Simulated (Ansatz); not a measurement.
System: C2H6B, charge 1, singlet. C2H6B+ (parent SMILES C[B]C, singlet).
B3LYP-D3(BJ)/def2-TZVP minimum from Ansatz (a quantum-chemistry and plane-wave program):
```
B
C 1 1.4721
H 2 1.0986 1 110.54
H 2 1.0986 3 108.38 1 -121.29
H 2 1.0986 3 108.38 4 -117.42
C 1 1.4721 3 151.02 2 180.00
H 6 1.0986 1 110.54 3 -180.00
H 6 1.0986 7 108.38 1 121.29
H 6 1.0986 7 108.38 8 117.42
```
Charge +1, spin multiplicity 1.

Total energies in aug-cc-pVDZ, 16 correlated electrons, 3 frozen orbitals. Open shells are spin-unrestricted; no spin-orbit coupling. Cores are frozen in correlated methods. No relativity. The spin of C2H6B+ (parent SMILES C[B]C, singlet) was assumed, and the state is the lowest solution found for it.

```tsv
method	program	energy (Eh)	minus CCSDT(Q) (mEh)
HF	Ansatz	-103.65965	410.45
MP2	Ansatz	-104.01428	55.82
CCSD	Ansatz	-104.05602	14.09
CCSD(T)	Ansatz	-104.06848	1.63
CCSDT(Q)	Ansatz	-104.07010	0.00
```

Rough core times of Ansatz's runs on a shared machine: CCSD(T) under 20 s, CCSDT(Q) 20 min.
